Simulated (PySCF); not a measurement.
Molecule: SMILES OCC=C=CCO, C$_{5}$H$_{8}$O$_{2}$.

Cartesian coordinates in Å; atom numbers follow the order of the lines, from 1:
```xyz
15

O     0.881    0.167   -2.104
C     1.662    0.982   -1.268
C     1.084    1.165    0.115
C    -0.090    0.716    0.436
C    -1.234    0.149    0.669
C    -1.334   -1.307    1.069
O    -1.528   -2.129   -0.062
H    -0.022    0.509   -2.106
H     2.635    0.486   -1.193
H     1.821    1.973   -1.726
H     1.702    1.710    0.814
H    -2.166    0.675    0.520
H    -0.428   -1.608    1.614
H    -2.206   -1.470    1.707
H    -0.780   -2.010   -0.660
```

Frames of a GFN2-xTB Langevin trajectory at 300 K; GIAO PBE0/pcSseg-1 shieldings in PySCF 2.14.0 with density-fitted response routines, gas phase, non-relativistic; equivalent atoms averaged within each frame.

Chemical shifts δ = σref − σ; ¹⁷O (336.08 ppm) against H2O; ¹³C (186.93 ppm), ¹H (31.72 ppm) vs TMS, all at this level. The references are static minima.

**Question.** How do the shifts (ppm) fluctuate along the trajectory?

**Answer.** 
```
         time (fs)  O1/O7     C4  C3/C5  C2/C6  H11/H12  H9/H10/H13/H14  H8/H15
optimised geometry   44.0  214.5  102.4   65.4     5.77            4.37    0.54
               250   48.4  221.2  109.6   70.2     6.17            4.50    0.59
               425   35.9  208.7  108.9   61.8     6.21            4.75    0.16
               625   41.0  207.9  105.5   62.3     6.68            4.14    0.97
               800   48.4  211.4  103.9   66.2     6.29            4.60    1.50
              1000   49.6  215.5  102.3   60.9     5.84            4.26    1.45
    mean of frames   44.6  212.9  106.0   64.3     6.24            4.45    0.93
standard deviation    6.0    5.5    3.2    3.9     0.30            0.25    0.57
```

5 frames give an uncertainty of the mean of about the standard deviation over 2.2 at best, since frames this close in time may not be independent; classical motion lacks zero-point vibration, and the reference would need the same averaging.
